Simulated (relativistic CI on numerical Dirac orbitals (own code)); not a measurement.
Method of calculation: Dirac-Coulomb-Breit CI, orbitals from a KLI potential per configuration, model QED, unscaled Slater integrals (own radial code, finite nucleus).

The strongest absorption lines from the ground level of an ion, among the configurations computed and to levels below about 191 eV (vacuum wavelength in Å, gf): 64.945 (1.5), 110.99 (0.77), 111.78 (2.2), 118.84 (3.4), 120.44 (0.99), 122.88 (0.6), 133.05 (1.4), 139.84 (0.79).

**Question.** Which ion is it?
A. Ga11+
B. Cu9+
C. Ga9+
D. Co7+

**Answer.** A. Ga11+ has 20 electrons and the ground level 3s2 3p6 3d2 3F_2; the strongest line goes to 3s2 3p5 3d3 3F°_2. The pattern of lines fixes the number of electrons, and along that sequence the line energies rise steadily with the charge (about as its square where n changes within one kind of shell, about linearly where n is kept but much faster in heavy ions where fine structure, which grows about as Z⁴, sets the gap, and irregularly where shells cross), which fixes Z. Configurations outside the model, such as inner-shell arrays, can give stronger lines. At this charge energies of transitions that change n are usually good to better than 1 %, and those within a shell (Δn = 0) to a few per cent. Terms inside the open d or f shell come out 10 to 20 % too wide with unscaled integrals.

LS names give the leading component of a level, which can be under half, so a name can repeat, a term be missing and a line seem to break the LS rules.
